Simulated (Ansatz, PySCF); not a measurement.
Ga(H)(SeH)2 (GaH3Se2), SMILES [SeH][GaH][SeH].

Geometry optimised at B3LYP-D3(BJ)/def2-SVP. The structure was generated by enumeration; whether it is a known compound was not checked. Other conformers were not sampled.

Vertical ionisation energy (IE) and electron affinity (EA) in eV. Rows of orbital energies are one-electron estimates. Where ΔSCF, EOM or ADC give a negative EA the extra electron is unbound and the value depends on the basis.

```csv
level,IE,EA
"−ε(HOMO), −ε(LUMO), ωB97X/def2-TZVPD (PySCF)",9.40,-0.39
"−ε(HOMO), −ε(LUMO), PBE/def2-TZVPD (PySCF)",?,?
"ΔSCF, PBE/def2-SVPD (Ansatz), final states of multiplicity 2 and 2",8.75,-0.15
```

Q: Some entries are withheld; supply them. (Estimate from the structure and the level; the computed values follow.)

A: 
- −ε(HOMO), −ε(LUMO), PBE/def2-TZVPD (PySCF), IE: 6.09
- −ε(HOMO), −ε(LUMO), PBE/def2-TZVPD (PySCF), EA: 2.11

Q: What vertical singlet–triplet gap does ΔSCF give with PBE/def2-SVPD (Ansatz, an electronic-structure program)? (The exact figures need the calculation; the answer reports its results.)

A: 4.01 eV (triplet above singlet where positive).
